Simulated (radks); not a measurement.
The numbers below are computed, except where a source is named.
Spherical quantum dot in the effective-mass picture: electrons in a well V = -V0 / (1 + exp((r - R)/a)) with V0 = 11.4, R = 4.48, a = 0.48, all in effective atomic units (hartree* = m*/eps^2 hartree, bohr* = eps/m* bohr), one dielectric constant everywhere. Level of theory: non-relativistic Kohn-Sham, PBE, spin-polarised, spherical densities (a radial shooting solver with Libxc functionals). Levels are named by radial order and angular momentum (1s, 1p, 1d, 2s, ...), and open shells are averaged over m.

N = 31, configuration 1s2 1p6 1d10 1f(up 7, down 6). This is the lowest configuration that the search found. Occupied and some empty levels:

| level | occupation | eigenvalue (hartree*) | <r> (bohr*) |
|---|---|---|---|
| 1s up | 1 | -1.4036 | 2.789 |
| 1s down | 1 | -1.3966 | 2.784 |
| 1p up | 3 | -1.2472 | 2.935 |
| 1p down | 3 | -1.2396 | 2.933 |
| 1d up | 5 | -0.98693 | 3.067 |
| 1d down | 5 | -0.97877 | 3.066 |
| 1f up | 7 | -0.64097 | 3.183 |
| 1f down | 6 | -0.63244 | 3.183 |
| 2s up | 0 | -0.46554 | 2.125 |
| 2s down | 0 | -0.46241 | 2.126 |
| 1g up | 0 | -0.22052 | 3.288 |
| 1g down | 0 | -0.21178 | 3.288 |
| 2p up | 0 | -0.051244 | 2.493 |
| 2p down | 0 | -0.047105 | 2.493 |

Energy (hartree*): total -168.169, kinetic 24.595, external -323.37, Hartree 143.74, exchange-correlation -13.131.
